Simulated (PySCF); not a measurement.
Level of theory: PBE-D3(BJ)/def2-TZVP // r2SCAN-D4/def2-TZVP (PySCF). Gas-phase values, no solvent. Excitations are Tamm–Dancoff values on a coarser integration grid. The basis has no diffuse functions, so Rydberg states are missing or too high.

Reference species (SMILES): `[SiH3][Al]([SiH3])[SiH3]` (neutral, multiplicity 1).

The S1–T1 gap (TDA) is 0.50 eV and the HOMO–LUMO gap is 2.94 eV.

Changed species: `[CH3][Al]([SiH3])[SiH3]` (2 of 3 CH3 replaced by SiH3; the reference has 3 of 3 CH3 replaced by SiH3).

Predict the effect on the S1–T1 gap (TDA) and HOMO–LUMO gap.

the S1–T1 gap (TDA) goes up by 0.09 eV, to 0.59 eV; the HOMO–LUMO gap rises by 0.30 eV, to 3.24 eV.
